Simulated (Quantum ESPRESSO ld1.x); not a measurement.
The table gives one normalised radial function P(r) = r R(r) of Tc+ in [Kr] 4d5 5s1 (r in bohr). All-electron calculation, scalar-relativistic Kohn-Sham, LDA (Slater exchange, VWN5 correlation), spin-polarised, spherical densities, point nucleus; open shells are filled with parallel spins first (spin-orbit coupling, left out, can overturn this in heavy ions). Program: ld1.x of Quantum ESPRESSO 7.5.

r	P
0.00352	0.0015
0.004848	0.0027
0.006676	0.0048
0.009121	0.0083
0.01256	0.0143
0.01716	0.0236
0.02363	0.0381
0.03228	0.0577
0.04446	0.0817
0.06074	0.1024
0.08364	0.1064
0.1152	0.0732
0.1574	-0.0053
0.2167	-0.1093
0.2961	-0.1657
0.4077	-0.1008
0.557	0.0783
0.7671	0.2502
1.048	0.2392
1.443	-0.0029
1.987	-0.3409
2.715	-0.5645
3.739	-0.5554
5.108	-0.3553
7.034	-0.1375
9.61	-0.0306
13.23	-0.0031
18.08	-0.0001
24.9	0.0000

Which n and l does it have? It may be an empty orbital.

Answer. n = 5, l = 1: the number of nodes gives n - l - 1 = 3, the rise at small r (about r^(l+1), flatter next to the nucleus through relativity) gives l, and the extent must fit the shell. The curve is that of 5p up; the table hardly tells the two spins apart. 5p up (empty): eigenvalue -7.554 eV, 3 radial nodes at r = 0.155, 0.493, 1.44 bohr, <r> = 3.65 bohr, 90 % of the charge inside 5.37 bohr.
